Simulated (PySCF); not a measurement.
FH3S2Si. Atoms are numbered in the order given.

```xyz
7

Si     0.1268    -0.5874     0.0016
F     -0.5551    -1.2190     1.3361
S      1.5347     0.9483     0.4223
S     -1.3977     0.3875    -1.1180
H      0.7911    -1.7307    -0.6712
H      2.5700     0.0855     0.5403
H     -2.3338    -0.5316    -0.7848
```

Coordinates come from a r2SCAN-D4/def2-SVP optimisation. Other conformers were not sampled.

Calculation: r2SCAN-D4/def2-SVP in PySCF.

Frequencies are harmonic and unscaled.

```json
[
 {"mode": "1", "ν (cm⁻¹)": "140", "IR (km/mol)": "4.8", "Raman (Å⁴/amu)": "2.3", "depolarisation": "0.75", "moving atoms (share of kinetic energy)": "S 54 %, H 23 %, F 13 %, Si 10 %"},
 {"mode": "2", "ν (cm⁻¹)": "167", "IR (km/mol)": "22.8", "Raman (Å⁴/amu)": "4.0", "depolarisation": "0.73", "moving atoms (share of kinetic energy)": "H 59 %, S 23 %, F 12 %"},
 {"mode": "3", "ν (cm⁻¹)": "201", "IR (km/mol)": "17.1", "Raman (Å⁴/amu)": "6.2", "depolarisation": "0.74", "moving atoms (share of kinetic energy)": "H 69 %, F 20 %"},
 {"mode": "4", "ν (cm⁻¹)": "242", "IR (km/mol)": "7.9", "Raman (Å⁴/amu)": "3.8", "depolarisation": "0.72", "moving atoms (share of kinetic energy)": "H 45 %, F 25 %, S 25 %"},
 {"mode": "5", "ν (cm⁻¹)": "281", "IR (km/mol)": "21.5", "Raman (Å⁴/amu)": "3.1", "depolarisation": "0.67", "moving atoms (share of kinetic energy)": "F 36 %, Si 32 %, S 25 %"},
 {"mode": "6", "ν (cm⁻¹)": "489", "IR (km/mol)": "23.2", "Raman (Å⁴/amu)": "16.5", "depolarisation": "0.11", "moving atoms (share of kinetic energy)": "S 46 %, Si 37 %, H 13 %"},
 {"mode": "7", "ν (cm⁻¹)": "563", "IR (km/mol)": "82.1", "Raman (Å⁴/amu)": "6.5", "depolarisation": "0.75", "moving atoms (share of kinetic energy)": "Si 52 %, S 39 %, H 8 %"},
 {"mode": "8", "ν (cm⁻¹)": "672", "IR (km/mol)": "69.9", "Raman (Å⁴/amu)": "3.6", "depolarisation": "0.73", "moving atoms (share of kinetic energy)": "H 93 %"},
 {"mode": "9", "ν (cm⁻¹)": "760", "IR (km/mol)": "30.5", "Raman (Å⁴/amu)": "17.1", "depolarisation": "0.74", "moving atoms (share of kinetic energy)": "H 85 %"},
 {"mode": "10", "ν (cm⁻¹)": "806", "IR (km/mol)": "157.9", "Raman (Å⁴/amu)": "11.9", "depolarisation": "0.74", "moving atoms (share of kinetic energy)": "H 86 %, Si 11 %"},
 {"mode": "11", "ν (cm⁻¹)": "846", "IR (km/mol)": "19.5", "Raman (Å⁴/amu)": "9.4", "depolarisation": "0.74", "moving atoms (share of kinetic energy)": "H 73 %, F 22 %"},
 {"mode": "12", "ν (cm⁻¹)": "909", "IR (km/mol)": "182.0", "Raman (Å⁴/amu)": "3.4", "depolarisation": "0.17", "moving atoms (share of kinetic energy)": "Si 43 %, F 34 %, H 23 %"},
 {"mode": "13", "ν (cm⁻¹)": "2259", "IR (km/mol)": "112.2", "Raman (Å⁴/amu)": "150.8", "depolarisation": "0.19", "moving atoms (share of kinetic energy)": "H 97 %"},
 {"mode": "14", "ν (cm⁻¹)": "2684", "IR (km/mol)": "1.3", "Raman (Å⁴/amu)": "194.3", "depolarisation": "0.25", "moving atoms (share of kinetic energy)": "H 97 %"},
 {"mode": "15", "ν (cm⁻¹)": "2688", "IR (km/mol)": "0.8", "Raman (Å⁴/amu)": "135.8", "depolarisation": "0.36", "moving atoms (share of kinetic energy)": "H 97 %"}
]
```
